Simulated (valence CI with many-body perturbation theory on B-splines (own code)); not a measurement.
**Ladder of approximations for Lu LVII**

Calculated by relativistic CI+MBPT: five valence electrons over a frozen Dirac-Fock core [Ne], radial functions for each j: 9 s, 9 p, 8 d, 6 f, 3 g, 1 h, with the one-electron correlation potential Σ1 (screened to all orders), the two-electron term Σ2, the three-electron term Σ3, Breit, model QED; selected single and double excitations, second order for the rest (own B-spline code, finite nucleus).

No measured spectrum was set against this ion. As an estimate, large intervals hold to a few tenths of a per cent, small ones and those within an open d or f shell to about a per cent. Among the levels kept, up to 560 cm⁻¹ of a level comes from second order outside the variational space, and about a tenth of that is noise between levels of different J, which matters for small intervals.

Each rung adds one term. CI alone is the Dirac-Coulomb CI over the frozen core; QED comes last and gives the full result, which names the levels. Energies are above (3s^2 3p1/2^2 3p3/2) J=3/2 on the same rung, in × 10³ cm⁻¹.

Levels are named by their leading jj configuration (3d3/2^4 stands for four electrons in 3d with j = 3/2), which in mixed levels can hold well under half, so a name can repeat and another be missing. Letters in brackets count levels of one name in rising energy.

```csv
Level,CI alone
(3s^2 3p1/2^2 3d3/2) J=3/2,1773.0
(3s^2 3p1/2 3p3/2^2) J=3/2,2266.7
(3s^2 3p1/2 3p3/2^2) J=5/2,2362.7
(3s^2 3p1/2^2 3d5/2) J=5/2,2425.9
(3s^2 3p1/2 3p3/2^2) J=1/2,2475.1
(3s 3p1/2^2 3p3/2^2) J=5/2,3594.8
(3s 3p1/2^2 3p3/2^2) J=3/2,3826.1
(3s 3p1/2^2 3p3/2^2) J=1/2,3833.7
(3s^2 3p1/2 3p3/2 3d3/2) J=5/2 [a],4025.8
(3s^2 3p1/2 3p3/2 3d3/2) J=1/2 [a],4044.8
(3s^2 3p1/2 3p3/2 3d3/2) J=3/2 [a],4048.8
(3s^2 3p1/2 3p3/2 3d3/2) J=7/2,4125.1
(3s^2 3p1/2 3p3/2 3d3/2) J=5/2 [b],4350.2
(3s^2 3p1/2 3p3/2 3d3/2) J=1/2 [b],4421.4
(3s^2 3p1/2 3p3/2 3d3/2) J=3/2 [b],4427.4
(3s^2 3p1/2 3p3/2 3d5/2) J=7/2 [a],4577.4
```

What do these energies become with core correlation, Breit and QED?

(3s^2 3p1/2^2 3d3/2) J=3/2 1755.8 (-17.19); (3s^2 3p1/2 3p3/2^2) J=3/2 2244.3 (-22.43); (3s^2 3p1/2 3p3/2^2) J=5/2 2335.4 (-27.33); (3s^2 3p1/2^2 3d5/2) J=5/2 2393.1 (-32.83); (3s^2 3p1/2 3p3/2^2) J=1/2 2452.6 (-22.51); (3s 3p1/2^2 3p3/2^2) J=5/2 3561.6 (-33.20); (3s 3p1/2^2 3p3/2^2) J=3/2 3792.1 (-34.07); (3s 3p1/2^2 3p3/2^2) J=1/2 3803.1 (-30.62); (3s^2 3p1/2 3p3/2 3d3/2) J=5/2 [a] 3981.8 (-43.97); (3s^2 3p1/2 3p3/2 3d3/2) J=1/2 [a] 4006.1 (-38.62); (3s^2 3p1/2 3p3/2 3d3/2) J=3/2 [a] 4006.8 (-41.90); (3s^2 3p1/2 3p3/2 3d3/2) J=7/2 4076.2 (-48.96); (3s^2 3p1/2 3p3/2 3d3/2) J=5/2 [b] 4302.3 (-47.91); (3s^2 3p1/2 3p3/2 3d3/2) J=1/2 [b] 4377.0 (-44.32); (3s^2 3p1/2 3p3/2 3d3/2) J=3/2 [b] 4379.8 (-47.57); (3s^2 3p1/2 3p3/2 3d5/2) J=7/2 [a] 4524.1 (-53.33).

How does the ionisation energy move along the ladder, and which term matters most?

CI alone 5531.8, + Σ1 5532.7, + Σ2 5532.9, + Σ3 5532.4, + Breit 5527.9, + QED 5527.4 eV. The largest step is Breit, -4.5 eV. NIST lists 5525 ± 5 eV (theoretical).
